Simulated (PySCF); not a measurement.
**Shapes and spin states of Pb2Te**

Computed with PBE0/[Te def2-SVP with ECP28, Pb def2-SVP with ECP60], scalar-relativistic core potentials, density fitting, no spin–orbit coupling, PySCF.

Relaxations began from a few typed shapes and spin states; open shells are unrestricted. The search is not exhaustive: other isomers or separated fragments can lie lower, and high-lying points may rest on an excited occupation.

Order these stationary points by electronic energy, lowest first, in kJ/mol from the lowest minimum.
A. singlet C2v: Pb–Pb 3.073 Å, Te–Pb 2.842 Å (×2); Pb–Pb–Te 57.3° (×2), Pb–Te–Pb 65.4°
B. singlet (closed shell, unstable to spin polarisation) D∞h: Te–Pb 2.739 Å (×2); Pb–Te–Pb 180.0°
C. singlet (closed shell, unstable to spin polarisation) C2v: Te–Pb 2.767 Å (×2); Pb–Te–Pb 130.1°
D. triplet D∞h: Te–Pb 2.748 Å (×2); Pb–Te–Pb 180.0°

A (0.0), D (130.1), C (190.2), B (195.1).

Which of them are minima?

By energy in kJ/mol, 0.0: minimum; 130.1: not settled, its softest mode being under 30 cm⁻¹; 190.2: not settled, its softest mode being under 30 cm⁻¹; 195.1: not settled, its softest mode being under 30 cm⁻¹.

For the lowest minimum: no spin–orbit coupling is included, which matters more the heavier the element.

The electron or spin density has lower symmetry than the nuclear frame for the singlet (closed shell, unstable to spin polarisation) D∞h at 195.1 kJ/mol.
